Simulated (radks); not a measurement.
Spherical quantum dot in the effective-mass picture: electrons in a parabolic well V = omega^2 r^2 / 2 with omega = 0.32, all in effective atomic units (hartree* = m*/eps^2 hartree, bohr* = eps/m* bohr), one dielectric constant everywhere. Calculated with a radial shooting solver with Libxc functionals: non-relativistic Kohn-Sham, LDA (Slater exchange, Perdew-Wang correlation), spin-polarised, spherical densities. Levels are named by radial order and angular momentum (1s, 1p, 1d, 2s, ...), and open shells are averaged over m.

N = 10, configuration 1s2 1p6 1d(up 2, down 0). This is the lowest configuration that the search found. Occupied and some empty levels:

| level | occupation | eigenvalue (hartree*) | <r> (bohr*) |
|---|---|---|---|
| 1s up | 1 | 2.9854 | 3.040 |
| 1s down | 1 | 3.0012 | 2.992 |
| 1p up | 3 | 3.1254 | 3.673 |
| 1p down | 3 | 3.1458 | 3.657 |
| 1d up | 2 | 3.2950 | 4.129 |
| 1d down | 0 | 3.3168 | 4.131 |
| 2s up | 0 | 3.3592 | 3.504 |
| 2s down | 0 | 3.3718 | 3.531 |
| 1f up | 0 | 3.4877 | 4.502 |
| 1f down | 0 | 3.5093 | 4.515 |
| 2p up | 0 | 3.5710 | 4.009 |
| 2p down | 0 | 3.5843 | 4.019 |

Energy (hartree*): total 19.7096, kinetic 2.2354, external 7.3845, Hartree 12.372, exchange-correlation -2.2821.
